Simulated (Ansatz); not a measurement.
Species: C$_{2}$H$_{6}$Mg, charge 0, singlet. C2H6Mg (SMILES [CH3][Mg][CH3]).
B3LYP-D3(BJ)/def2-TZVP minimum from Ansatz (a first-principles code):
```
Mg
C 1 2.0933
H 2 1.0942 1 111.79
H 2 1.0942 3 107.06 1 122.73
H 2 1.0942 3 107.06 4 114.53
C 1 2.0933 4 157.88 2 180.00
H 6 1.0942 1 111.79 4 -66.30
H 6 1.0942 7 107.06 1 -122.73
H 6 1.0942 7 107.06 8 -114.53
```

Property: atomisation energy (electronic, to ground-state atoms), in kcal/mol. Radicals and triplets start from unrestricted determinants; spin-orbit coupling is neglected. Cores are frozen in correlated methods. No relativity. CBS(X,Y): correlation extrapolated as X^-3, Hartree-Fock from the larger set. A bracket is a step between two methods taken in the basis named. Where a partner has so few electrons that a lower coupled-cluster level is exact, that level stands in.

CCSD(T)/CBS(def2-TZVPP,def2-QZVPP) + [CCSDT(Q) - CCSD(T)]/def2-SVP (Ansatz) gives 708.0 kcal/mol.

### Question
What does PBE/def2-TZVPD (Ansatz) give here, and how do the other levels compare?

### Answer
PBE gives 711.6 kcal/mol, 3.6 kcal/mol above it. Differences of the others: r2SCAN/def2-TZVPD (Ansatz) 2.0; B3LYP/def2-TZVPD (Ansatz) -4.2; PBE0/def2-TZVPD (Ansatz) -2.8; wB97M-V/def2-TZVPD (Ansatz) -2.2; CCSD(T)/CBS(def2-TZVPP,def2-QZVPP) (Ansatz) -0.5 kcal/mol. Nearer than PBE: r2SCAN/def2-TZVPD, PBE0/def2-TZVPD, wB97M-V/def2-TZVPD, CCSD(T)/CBS(def2-TZVPP,def2-QZVPP).
